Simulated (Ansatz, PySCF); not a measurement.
F2HInSe. Atoms are numbered in the order given.

```xyz
5

In     0.0037     0.6684     0.0000
F      1.6044     1.7921     0.0000
F     -1.6653     1.6922     0.0000
Se     0.0527    -1.8311     0.0000
H     -1.4256    -1.8540     0.0000
```
Charge 0, spin multiplicity 1.

Geometry optimised at B3LYP-D3(BJ)/def2-SVP. The structure was generated by enumeration; whether it is a known compound was not checked. The def2 effective core potentials stand for the cores of In; spin–orbit coupling is left out. The values are those of a single conformer.

Vertical ionisation energy (IE) and electron affinity (EA) in eV. Rows of orbital energies are one-electron estimates. Where ΔSCF, EOM or ADC give a negative EA the extra electron is unbound and the value depends on the basis.

```csv
level,IE,EA
"−ε(HOMO), −ε(LUMO), HF/def2-TZVP (PySCF)",10.68,-0.42
"−ε(HOMO), −ε(LUMO), PBE/def2-TZVP (PySCF)",6.94,3.75
"ΔSCF, CAM-B3LYP/def2-SVPD (Ansatz), final states of multiplicity 2 and 2",10.49,1.34
"ΔSCF, PBE/def2-SVPD (Ansatz), final states of multiplicity 2 and 2",10.28,1.34
```

Q: What vertical singlet–triplet gap does ΔSCF give with CAM-B3LYP/def2-SVPD (Ansatz, a first-principles code) and with PBE/def2-SVPD (Ansatz)? (The exact figures need the calculation; the answer reports its results.)

A: 3.66 and 3.53 eV (triplet above singlet where positive).
